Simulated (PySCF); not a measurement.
ClGeH₄P.
Atom-mapped SMILES: `[PH2:1][GeH2:2][Cl:3]` (hydrogens: H4, H5 on P1; H6, H7 on Ge2)

Computed with MP2 and CCSD/aug-cc-pVDZ in PySCF, restricted Hartree–Fock reference, 19 core orbitals frozen, non-relativistic, gas phase, PBE0-D3(BJ)/def2-SVP geometry.

E(HF) = -2877.95740 Eh.

(1) How large is the problem?

(2) What are the MP2 and CCSD correlation energies?

(3) What is the T1 diagnostic?

(4) How does correlation change the dipole moment?

Answers

(1) 126 basis functions and 68 electrons; 19 orbitals frozen, which leaves o = 15 correlated occupied and v = 92 virtual orbitals. That is o·v = 1380 singles and o·v(o·v + 1)/2 = 952890 distinct closed-shell doubles amplitudes before symmetry; the costliest CCSD step grows as o²v⁴ = 1.6 × 10^10.

(2) MP2 -0.4023 Eh and CCSD -0.4523 Eh, which gives totals of -2878.35967 and -2878.40973 Eh. That is 0.410 eV for each correlated electron at CCSD (1188 kJ/mol in all, 0.016 % of the total energy); MP2 gives 88.9 % of the CCSD value.

(3) 0.0101, below the customary warning level of 0.02. It is the norm of the spatial-orbital singles amplitudes over the root of the number of correlated electrons, so the norm is 0.055.

(4) HF gives 1.52 D and CCSD (unrelaxed density) 1.45 D, a change of -0.07 D.

No triples correction and no basis-set extrapolation were made.

Shape of the structure used: `[PH2:1][GeH2:2][Cl:3]`: H–P1–Ge2–Cl3 -49°, H–P1–Ge2–Cl3 45°.

One conformer stands for the species.
